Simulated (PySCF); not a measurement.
C2H8O3Si2.
Z-matrix (Å and degrees, PBE0-D3(BJ)/def2-SVP geometry), rows numbered from 1:
```
O 
C   1  1.2063
C   2  1.5126  1  121.97
O   3  1.3863  2  112.90  1   172.31
Si  4  1.6675  3  124.77  2   176.84
O   2  1.3259  1  122.97  3  -179.01
Si  6  1.7206  2  116.77  1    -0.94
H   3  1.1067  2  106.07  1    48.29
H   3  1.1088  2  105.74  1   -64.19
H   5  1.4963  4  110.35  3   -59.54
H   5  1.4854  4  106.26  3  -179.53
H   5  1.4964  4  110.54  3    60.53
H   7  1.4861  6  110.11  2   -61.45
H   7  1.4856  6  102.83  2  -179.48
H   7  1.4862  6  110.17  2    62.51
```

Theory: TDDFT CAM-B3LYP/def2-SVPD, vertical, gas phase, core orbitals frozen in the response (PySCF 2.14.0, density-fitted response routines).

Kohn–Sham orbitals with the atoms that hold most of them (Löwdin shares over 4%, at most four atoms; ? is withheld):

```
orbital  ε (eV)                             atoms
 HOMO-3  -10.89   O4 27%, Si5 22%, H11 16%, O1 8%
 HOMO-2  -10.76  O6 32%, O1 20%, Si7 15%, H15 10%
 HOMO-1   -9.93                                 ?
   HOMO   -9.81     O1 56%, O4 11%, O6 10%, C2 9%
   LUMO    0.68                                 ?
 LUMO+1    0.94    C2 31%, O1 22%, O6 13%, Si7 8%
 LUMO+2    1.12  Si5 26%, Si7 17%, H12 8%, H10 7%
```

Question: Give the leading atoms of the HOMO-1.

Answer: O4 (bonded to C and Si) 47%; Si5 (bonded to O and 3 H) 12%; C3 (bonded to C, O and 2 H) 10%; H12 (bonded to Si) 8%.

Question: Which atoms hold the LUMO, and with what shares?

Answer: Si5 (bonded to O and 3 H) 18%; Si7 (bonded to O and 3 H) 12%; C2 (bonded to C and 2 O) 10%; C3 (bonded to C, O and 2 H) 10%. By element: silicon 31%, carbon 20%.

Question: How does S1 compare with the orbital gap of 10.49 eV?

Answer: S1 is at 5.91 eV (f = 0.0005), 4.58 eV below the gap, made of HOMO→LUMO+1 (74%), HOMO→LUMO (9%). Its leading pair isn't HOMO and LUMO; the energies of that pair differ by 10.75 eV. 

Next come S2 at 7.19 eV (f 0.0024), HOMO-1→LUMO (66%), HOMO-1→LUMO+2 (23%); S3 at 7.57 eV (f 0.018), HOMO→LUMO (55%), HOMO-1→LUMO+1 (18%); S4 at 7.74 eV (f 0.013), HOMO-1→LUMO+1 (58%), HOMO→LUMO (14%); S5 at 8.01 eV (f 0.020), HOMO-3→LUMO (39%), HOMO→LUMO+2 (22%), HOMO-3→LUMO+2 (12%).

Löwdin shares depend on the basis, the more so with diffuse functions.

The run took 9.2 min of wall time on one thread of an Arm Neoverse N1, shared host, and the process peaked at 1.0 GiB of memory.

One conformer stands for the species.
